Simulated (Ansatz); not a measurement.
Program: Ansatz. Geometries: PBE0-D4/def2-TZVP. ΔE: electronic, gas phase. CBS: MP2 limit from def2 TZ/QZ plus the TZ coupled-cluster correction, frozen cores. Functionals use def2-TZVPP. B3LYP here is the variant with VWN-RPA as its local correlation; programs differ in this. Each species was taken in one conformer, which may not be the lowest.

Reaction (redistribution): `O=C([SiH3])[SiH](O)Cl` + `C[SiH](F)F` → `C[SiH](O)Cl` + `O=C([SiH3])[SiH](F)F`

`O=C([SiH3])[SiH](O)Cl`:

Cartesian coordinates in Å:
```
O 1.725 -0.266 -0.425
C 0.619 -0.084 0.051
Si 0.428 0.837 1.744
Si -0.846 -0.663 -1.066
O -0.153 -1.333 -2.375
Cl -1.894 1.053 -1.482
H 1.585 0.499 2.605
H 0.390 2.294 1.458
H -0.851 0.420 2.375
H -1.794 -1.612 -0.449
H 0.792 -1.145 -2.438
```

`C[SiH](F)F`:

Cartesian coordinates in Å:
```
C 0.778 -0.506 -0.340
Si -0.642 0.478 0.293
F -1.155 -0.139 1.667
F -1.856 0.393 -0.730
H 0.490 -1.550 -0.488
H 1.611 -0.476 0.367
H 1.126 -0.107 -1.295
H -0.352 1.907 0.526
```

`C[SiH](O)Cl`:

Z-matrix (Å, degrees):
```
C
Si 1 1.852
H 1 1.092 2 110.4
H 1 1.093 2 110.2 3 119.9
H 1 1.093 2 111.1 3 -119.8
O 2 1.636 1 113.3 3 -178.2
Cl 2 2.066 1 107.5 3 60.3
H 2 1.477 1 112.9 3 -58.5
H 6 0.958 2 118.5 1 -65.6
```

`O=C([SiH3])[SiH](F)F`:

Z-matrix (Å, degrees):
```
Si
C 1 1.939
H 1 1.486 2 108.5
H 1 1.482 2 109.1 3 -122.0
H 1 1.486 2 107.1 3 117.5
Si 2 1.922 1 123.1 3 -40.9
O 2 1.216 1 120.8 3 139.3
F 6 1.589 2 108.9 1 -38.0
F 6 1.587 2 108.1 1 78.3
H 6 1.474 2 112.8 1 -160.5
```

```tsv
level	ΔE (kcal/mol)	difference from CCSD(T)/CBS
PBE-D4	4.4	0.3
r2SCAN-D4	4.7	0.6
ωB97M-V	4.1	0.0
B2PLYP	3.9	-0.2
PBE	4.1	0.0
r2SCAN	4.6	0.5
PBE0	4.1	0.0
B3LYP	3.6	-0.5
HF/def2-TZVPP	3.0	-1.1
MP2/def2-TZVPP	4.2	0.1
SCS-MP2/def2-TZVPP	3.7	-0.4
CCSD/def2-TZVPP	3.8	-0.3
CCSD(T)/def2-TZVPP	4.1	0.0
HF/def2-QZVPP	2.9	-1.2
MP2/def2-QZVPP	4.2	0.1
SCS-MP2/def2-QZVPP	3.7	-0.4
CCSD(T)/CBS	4.1	0
```

Largest T1 diagnostic among the species: 0.014.

In def2-TZVPP, CCSD(T) changes the Hartree–Fock value by +1.1 kcal/mol (the triples alone add +0.3 kcal/mol) and MP2 by +1.2 kcal/mol.
